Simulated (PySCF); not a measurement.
# Computed records: AlH3N, AlClHN

Computed with PySCF 2.14.0. Calculation on a computer-drawn molecule: vertical ionisation energy to the stated ion spin, frozen-core CCSD(T) at the basis limit and cheaper methods, single-reference cases, UHF for radicals, no spin-orbit; all values are single points at the evaluated structure, the first of each entry, which is the reference or a displaced copy of it and isn't optimised; the reference structure only sets the zero of the energies above reference; triples share is (T) over the correlation energy.

Common to all runs: charge 0; diffuse functions no; basis cc-pV(n+d)Z; reference is the Hartree-Fock double-zeta minimum; best is HF at quadruple zeta + MP2 correlation extrapolated from triple and quadruple zeta + CCSD(T) minus MP2 at triple zeta; basis step is the size of the change from the same recipe one zeta lower.

```yaml
- entry: 1
  formula: AlH3N
  evaluated_structure:
    atoms_angstrom:
      - ["N", 1.4472, -0.4928, 0.0464]
      - [Al, 0.9802, -0.1404, -1.593]
      - [H, 1.6834, 0.1704, 0.8981]
      - [H, 1.4489, -1.4671, 0.3825]
      - [H, 0.8076, -1.2468, -2.6193]
  reference_structure:
    atoms_angstrom:
      - ["N", 1.481, -0.5624, 0.102]
      - [Al, 1.0531, -0.0744, -1.5444]
      - [H, 1.6558, 0.0589, 0.8698]
      - [H, 1.5852, -1.5127, 0.4103]
      - [H, 0.8229, -1.2507, -2.594]
  given:
    multiplicity: 2
    ion_multiplicity: 1
    drawn_bonds_atom: [1, 1, 1, 2]
    drawn_bonds_other_atom: [2, 3, 4, 5]
    drawn_bonds_order: [1, 1, 1, 1]
  results:
    "ionisation_energy_best [eV]": 7.415
    "ionisation_energy_basis_step [eV]": 0.0311
    "energy_above_reference_best [kcal/mol]": 6.632
    "energy_above_reference_basis_step [kcal/mol]": 0.1157
    triple_zeta_method: [HF, PBE, r2SCAN, B3LYP, wB97X, MP2, CCSD, "CCSD(T)"]
    "triple_zeta_ionisation_energy [eV]": [7.197, 7.392, 7.524, 7.475, 7.333, 7.307, 7.354, 7.358]
    "triple_zeta_energy_above_reference [kcal/mol]": [8.262, 5.941, 6.529, 6.452, 6.715, 6.596, 6.744, 6.53]
    "total_energy_HF_triple_zeta [hartree]": -298.1330
    "total_energy_CCSD(T)_triple_zeta [hartree]": -298.4462
    "total_energy_best [hartree]": -298.4875
    T1_diagnostic_at_triple_zeta: 0.01448
    D1_diagnostic_at_triple_zeta: 0.03493
    spin_squared_at_triple_zeta: 0.7538
    ion_T1_diagnostic_at_triple_zeta: 0.01541
    ion_D1_diagnostic_at_triple_zeta: 0.03853
    triples_share_at_triple_zeta: 0.0351
    basis_functions_triple_zeta: 111
    "dipole_magnitude_HF_at_triple_zeta [debye]": 1.325
    "dipole_magnitude_CCSD_unrelaxed_at_triple_zeta [debye]": 1.429
    "dipole_magnitude_PBE_at_triple_zeta [debye]": 1.535
    "dipole_magnitude_r2SCAN_at_triple_zeta [debye]": 1.513
    "dipole_magnitude_B3LYP_at_triple_zeta [debye]": 1.405
    "dipole_magnitude_wB97X_at_triple_zeta [debye]": 1.445
- entry: 2
  formula: AlH3N
  evaluated_structure:
    atoms_angstrom:
      - ["N", 1.4472, -0.4928, 0.0464]
      - [Al, 0.9756, -0.1369, -1.6091]
      - [H, 1.6834, 0.1704, 0.8981]
      - [H, 1.4489, -1.4671, 0.3825]
      - [H, 0.803, -1.2433, -2.6354]
  reference_structure:
    atoms_angstrom:
      - ["N", 1.481, -0.5624, 0.102]
      - [Al, 1.0531, -0.0744, -1.5444]
      - [H, 1.6558, 0.0589, 0.8698]
      - [H, 1.5852, -1.5127, 0.4103]
      - [H, 0.8229, -1.2507, -2.594]
  given:
    multiplicity: 2
    ion_multiplicity: 1
    drawn_bonds_atom: [1, 1, 1, 2]
    drawn_bonds_other_atom: [2, 3, 4, 5]
    drawn_bonds_order: [1, 1, 1, 1]
  results:
    "ionisation_energy_best [eV]": 7.442
    "ionisation_energy_basis_step [eV]": 0.03221
    "energy_above_reference_best [kcal/mol]": 6.354
    "energy_above_reference_basis_step [kcal/mol]": 0.1534
    triple_zeta_method: [HF, PBE, r2SCAN, B3LYP, wB97X, MP2, CCSD, "CCSD(T)"]
    "triple_zeta_ionisation_energy [eV]": [7.228, 7.417, 7.551, 7.502, 7.362, 7.334, 7.381, 7.384]
    "triple_zeta_energy_above_reference [kcal/mol]": [8.117, 5.609, 6.305, 6.199, 6.524, 6.319, 6.498, 6.254]
    "total_energy_HF_triple_zeta [hartree]": -298.1332
    "total_energy_CCSD(T)_triple_zeta [hartree]": -298.4467
    "total_energy_best [hartree]": -298.4880
    T1_diagnostic_at_triple_zeta: 0.01466
    D1_diagnostic_at_triple_zeta: 0.0356
    spin_squared_at_triple_zeta: 0.7538
    ion_T1_diagnostic_at_triple_zeta: 0.01576
    ion_D1_diagnostic_at_triple_zeta: 0.03983
    triples_share_at_triple_zeta: 0.03523
    basis_functions_triple_zeta: 111
    "dipole_magnitude_HF_at_triple_zeta [debye]": 1.246
    "dipole_magnitude_CCSD_unrelaxed_at_triple_zeta [debye]": 1.362
    "dipole_magnitude_PBE_at_triple_zeta [debye]": 1.474
    "dipole_magnitude_r2SCAN_at_triple_zeta [debye]": 1.449
    "dipole_magnitude_B3LYP_at_triple_zeta [debye]": 1.339
    "dipole_magnitude_wB97X_at_triple_zeta [debye]": 1.374
- entry: 3
  formula: AlH3N
  evaluated_structure:
    atoms_angstrom:
      - ["N", 1.5687, -0.4947, 0.1006]
      - [Al, 1.0404, -0.0745, -1.5609]
      - [H, 1.5339, 0.0475, 0.9608]
      - [H, 1.7105, -1.6486, 0.2452]
      - [H, 0.7962, -1.2924, -2.5891]
  reference_structure:
    atoms_angstrom:
      - ["N", 1.481, -0.5624, 0.102]
      - [Al, 1.0531, -0.0744, -1.5444]
      - [H, 1.6558, 0.0589, 0.8698]
      - [H, 1.5852, -1.5127, 0.4103]
      - [H, 0.8229, -1.2507, -2.594]
  given:
    multiplicity: 2
    ion_multiplicity: 1
    drawn_bonds_atom: [1, 1, 1, 2]
    drawn_bonds_other_atom: [2, 3, 4, 5]
    drawn_bonds_order: [1, 1, 1, 1]
  results:
    "ionisation_energy_best [eV]": 7.628
    "ionisation_energy_basis_step [eV]": 0.03561
    "energy_above_reference_best [kcal/mol]": 11.45
    "energy_above_reference_basis_step [kcal/mol]": 0.1913
    triple_zeta_method: [HF, PBE, r2SCAN, B3LYP, wB97X, MP2, CCSD, "CCSD(T)"]
    "triple_zeta_ionisation_energy [eV]": [7.444, 7.591, 7.738, 7.689, 7.571, 7.521, 7.571, 7.569]
    "triple_zeta_energy_above_reference [kcal/mol]": [14.81, 9.68, 11.33, 11.24, 11.94, 11.79, 11.88, 11.34]
    "total_energy_HF_triple_zeta [hartree]": -298.1226
    "total_energy_CCSD(T)_triple_zeta [hartree]": -298.4386
    "total_energy_best [hartree]": -298.4798
    T1_diagnostic_at_triple_zeta: 0.01599
    D1_diagnostic_at_triple_zeta: 0.03779
    spin_squared_at_triple_zeta: 0.7552
    ion_T1_diagnostic_at_triple_zeta: 0.01751
    ion_D1_diagnostic_at_triple_zeta: 0.04332
    triples_share_at_triple_zeta: 0.03643
    basis_functions_triple_zeta: 111
    "dipole_magnitude_HF_at_triple_zeta [debye]": 0.9756
    "dipole_magnitude_CCSD_unrelaxed_at_triple_zeta [debye]": 1.111
    "dipole_magnitude_PBE_at_triple_zeta [debye]": 1.219
    "dipole_magnitude_r2SCAN_at_triple_zeta [debye]": 1.195
    "dipole_magnitude_B3LYP_at_triple_zeta [debye]": 1.085
    "dipole_magnitude_wB97X_at_triple_zeta [debye]": 1.113
- entry: 4
  formula: AlClHN
  evaluated_structure:
    atoms_angstrom:
      - ["N", -0.3544, -1.7216, 1.1319]
      - [Al, 0.8186, -2.7795, 1.0456]
      - [Cl, 2.3531, -4.1608, 0.9344]
      - [H, -1.0893, -1.0611, 1.1841]
  reference_structure:
    atoms_angstrom:
      - ["N", -0.3544, -1.7216, 1.1319]
      - [Al, 0.8186, -2.7795, 1.0456]
      - [Cl, 2.3531, -4.1608, 0.9344]
      - [H, -1.0893, -1.0611, 1.1841]
  given:
    multiplicity: 1
    ion_multiplicity: 2
    drawn_bonds_atom: [1, 2, 1]
    drawn_bonds_other_atom: [2, 3, 4]
    drawn_bonds_order: [2, 1, 1]
  results:
    "ionisation_energy_best [eV]": 9.057
    "ionisation_energy_basis_step [eV]": 0.08748
    "energy_above_reference_best [kcal/mol]": 0.0
    "energy_above_reference_basis_step [kcal/mol]": 0.0
    triple_zeta_method: [HF, PBE, r2SCAN, B3LYP, wB97X, MP2, CCSD, "CCSD(T)"]
    "triple_zeta_ionisation_energy [eV]": [7.113, 8.974, 8.78, 8.877, 8.784, 9.041, 8.674, 8.841]
    "triple_zeta_energy_above_reference [kcal/mol]": [0.0, 0.0, 0.0, 0.0, 0.0, 0.0, 0.0, 0.0]
    "ionisation_energy_Koopmans_at_triple_zeta [eV]": 9.535
    "ionisation_energy_EOM_CCSD_at_triple_zeta [eV]": 8.904
    "total_energy_HF_triple_zeta [hartree]": -756.5160
    "total_energy_CCSD(T)_triple_zeta [hartree]": -757.0253
    "total_energy_best [hartree]": -757.1043
    T1_diagnostic_at_triple_zeta: 0.01618
    D1_diagnostic_at_triple_zeta: 0.04093
    ion_T1_diagnostic_at_triple_zeta: 0.01161
    ion_D1_diagnostic_at_triple_zeta: 0.02893
    ion_spin_squared_at_triple_zeta: 0.7595
    triples_share_at_triple_zeta: 0.04466
    basis_functions_triple_zeta: 122
    "dipole_magnitude_HF_at_triple_zeta [debye]": 2.117
    "dipole_magnitude_CCSD_unrelaxed_at_triple_zeta [debye]": 1.602
    "dipole_magnitude_PBE_at_triple_zeta [debye]": 1.441
    "dipole_magnitude_r2SCAN_at_triple_zeta [debye]": 1.584
    "dipole_magnitude_B3LYP_at_triple_zeta [debye]": 1.612
    "dipole_magnitude_wB97X_at_triple_zeta [debye]": 1.785
- entry: 5
  formula: AlClHN
  evaluated_structure:
    atoms_angstrom:
      - ["N", -0.3345, -1.6557, 1.1524]
      - [Al, 0.7979, -2.7586, 1.0491]
      - [Cl, 2.373, -4.1999, 0.9505]
      - [H, -1.1146, -1.0808, 1.186]
  reference_structure:
    atoms_angstrom:
      - ["N", -0.3544, -1.7216, 1.1319]
      - [Al, 0.8186, -2.7795, 1.0456]
      - [Cl, 2.3531, -4.1608, 0.9344]
      - [H, -1.0893, -1.0611, 1.1841]
  given:
    multiplicity: 1
    ion_multiplicity: 2
    drawn_bonds_atom: [1, 2, 1]
    drawn_bonds_other_atom: [2, 3, 4]
    drawn_bonds_order: [2, 1, 1]
  results:
    "ionisation_energy_best [eV]": 9.144
    "ionisation_energy_basis_step [eV]": 0.08768
    "energy_above_reference_best [kcal/mol]": 1.457
    "energy_above_reference_basis_step [kcal/mol]": 0.2944
    triple_zeta_method: [HF, PBE, r2SCAN, B3LYP, wB97X, MP2, CCSD, "CCSD(T)"]
    "triple_zeta_ionisation_energy [eV]": [7.205, 9.057, 8.869, 8.964, 8.876, 9.131, 8.763, 8.93]
    "triple_zeta_energy_above_reference [kcal/mol]": [1.517, 1.21, 1.5, 1.309, 1.705, 1.328, 1.34, 1.241]
    "ionisation_energy_Koopmans_at_triple_zeta [eV]": 9.632
    "ionisation_energy_EOM_CCSD_at_triple_zeta [eV]": 9.004
    "total_energy_HF_triple_zeta [hartree]": -756.5136
    "total_energy_CCSD(T)_triple_zeta [hartree]": -757.0234
    "total_energy_best [hartree]": -757.1019
    T1_diagnostic_at_triple_zeta: 0.01655
    D1_diagnostic_at_triple_zeta: 0.04239
    ion_T1_diagnostic_at_triple_zeta: 0.01216
    ion_D1_diagnostic_at_triple_zeta: 0.03002
    ion_spin_squared_at_triple_zeta: 0.7594
    triples_share_at_triple_zeta: 0.04493
    basis_functions_triple_zeta: 122
    "dipole_magnitude_HF_at_triple_zeta [debye]": 1.871
    "dipole_magnitude_CCSD_unrelaxed_at_triple_zeta [debye]": 1.361
    "dipole_magnitude_PBE_at_triple_zeta [debye]": 1.218
    "dipole_magnitude_r2SCAN_at_triple_zeta [debye]": 1.346
    "dipole_magnitude_B3LYP_at_triple_zeta [debye]": 1.383
    "dipole_magnitude_wB97X_at_triple_zeta [debye]": 1.546
- entry: 6
  formula: AlClHN
  evaluated_structure:
    atoms_angstrom:
      - ["N", -0.3809, -1.681, 1.1112]
      - [Al, 0.7969, -2.8147, 1.0839]
      - [Cl, 2.3577, -4.1859, 1.0143]
      - [H, -1.0005, -1.0216, 1.2899]
  reference_structure:
    atoms_angstrom:
      - ["N", -0.3544, -1.7216, 1.1319]
      - [Al, 0.8186, -2.7795, 1.0456]
      - [Cl, 2.3531, -4.1608, 0.9344]
      - [H, -1.0893, -1.0611, 1.1841]
  given:
    multiplicity: 1
    ion_multiplicity: 2
    drawn_bonds_atom: [1, 2, 1]
    drawn_bonds_other_atom: [2, 3, 4]
    drawn_bonds_order: [2, 1, 1]
  results:
    "ionisation_energy_best [eV]": 8.923
    "ionisation_energy_basis_step [eV]": 0.09088
    "energy_above_reference_best [kcal/mol]": 3.544
    "energy_above_reference_basis_step [kcal/mol]": 0.05741
    triple_zeta_method: [HF, PBE, r2SCAN, B3LYP, wB97X, MP2, CCSD, "CCSD(T)"]
    "triple_zeta_ionisation_energy [eV]": [6.934, 8.848, 8.64, 8.736, 8.629, 8.909, 8.529, 8.707]
    "triple_zeta_energy_above_reference [kcal/mol]": [4.562, 3.787, 3.957, 4.026, 4.571, 3.451, 3.877, 3.56]
    "ionisation_energy_Koopmans_at_triple_zeta [eV]": 9.359
    "ionisation_energy_EOM_CCSD_at_triple_zeta [eV]": 8.772
    "total_energy_HF_triple_zeta [hartree]": -756.5087
    "total_energy_CCSD(T)_triple_zeta [hartree]": -757.0197
    "total_energy_best [hartree]": -757.0986
    T1_diagnostic_at_triple_zeta: 0.01747
    D1_diagnostic_at_triple_zeta: 0.04513
    ion_T1_diagnostic_at_triple_zeta: 0.01203
    ion_D1_diagnostic_at_triple_zeta: 0.0315
    ion_spin_squared_at_triple_zeta: 0.7598
    triples_share_at_triple_zeta: 0.04551
    basis_functions_triple_zeta: 122
    "dipole_magnitude_HF_at_triple_zeta [debye]": 2.449
    "dipole_magnitude_CCSD_unrelaxed_at_triple_zeta [debye]": 1.83
    "dipole_magnitude_PBE_at_triple_zeta [debye]": 1.665
    "dipole_magnitude_r2SCAN_at_triple_zeta [debye]": 1.824
    "dipole_magnitude_B3LYP_at_triple_zeta [debye]": 1.863
    "dipole_magnitude_wB97X_at_triple_zeta [debye]": 2.067
```
